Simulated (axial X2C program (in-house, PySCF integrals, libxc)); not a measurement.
# Potential curves of WAs, two-component

Computed with an axial X2C code built on PySCF integrals. Two-component (2c) means X2C with spin–orbit coupling and atomic mean-field two-electron Coulomb and Gaunt terms. Basis: W dyall-cv3z [13s14p9d7f4g], As dyall-cv3z [9s9p6d4f1g] (cores contracted in-house); Gaussian nuclei, density fitting, unrestricted open shells. Masses: W 183.951 u, As 74.922 u.

State: Ω = 3/2 (⟨Sz⟩ = 1.49, ⟨Lz⟩ = 0.01 at HF). Energies in eV from the lowest point of each curve. Fits are polynomials in 1 − R0/R over 0.85 to 1.23 times the lowest point R0.

| R (Å) | HF | B3LYP |
| --- | --- | --- |
| 1.9618 | 2.6303 | 1.2958 |
| 2.0520 | 1.5762 | 0.4935 |
| 2.1197 | 1.0312 | 0.1712 |
| 2.1873 | 0.6408 | 0.0227 |
| 2.2550 | 0.3674 | 0.0000 |
| 2.3339 | 0.1617 | 0.0821 |
| 2.4129 | 0.0478 | 0.2382 |
| 2.5143 | 0.0000 | 0.4973 |
| 2.6383 | 0.0431 | 0.8515 |
| 2.8187 | 0.2063 | 1.3687 |

The state is one determinant whose occupation by symmetry is held fixed; it was picked as the lowest of a PBE0 search that is not exhaustive. Density functionals use the spin component along the axis (collinear). With several unpaired electrons one determinant need not be a pure state. This is the top spin component of a Σ state; components of lower Ω are not single determinants and can lie lower. The determinant is spin-polarised beyond a pure state at some levels (its spin-free form has ⟨S²⟩ too high), which makes Re and μ there less reliable.

**Question.** Fit the HF curve near its minimum: give the equilibrium distance and the harmonic wavenumber.

**Answer.** At HF, 2c: Re = 2.520 Å, ωe ≈ 193 cm⁻¹; Be follows as 0.0499 cm⁻¹.

**Question.** What are Re and ωe at the B3LYP level?

**Answer.** At B3LYP, 2c: Re = 2.235 Å, ωe ≈ 329 cm⁻¹; Be follows as 0.0634 cm⁻¹.
